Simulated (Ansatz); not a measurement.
```xyz
10

C     1.874    0.324   -1.097
C     0.865    0.518   -0.300
C    -0.160    0.676    0.486
Si   -1.470   -0.636    0.646
H     1.835    0.634   -2.135
H     2.785   -0.146   -0.741
H    -0.242    1.599    1.058
H    -2.796   -0.095    0.244
H    -1.576   -1.087    2.060
H    -1.115   -1.786   -0.221
```

Total charge 0; spin multiplicity 1.

(1) List the r2SCAN/def2-TZVPP orbital energies in eV (the Gaussian-basis code of Ansatz). (Best estimate.)

Results:

(1) Computed: Occupied: -1790.97, -273.97, -273.23, -273.23, -141.43, -96.29, -96.28, -96.28, -20.90, -18.48, -14.05, -12.99, -11.67, -11.44, -9.70, -8.91, -8.65, -6.90, -6.61. Lowest empty: -0.96, -0.54, 0.53, 1.02, 1.42, 2.00, 2.34, 3.16.
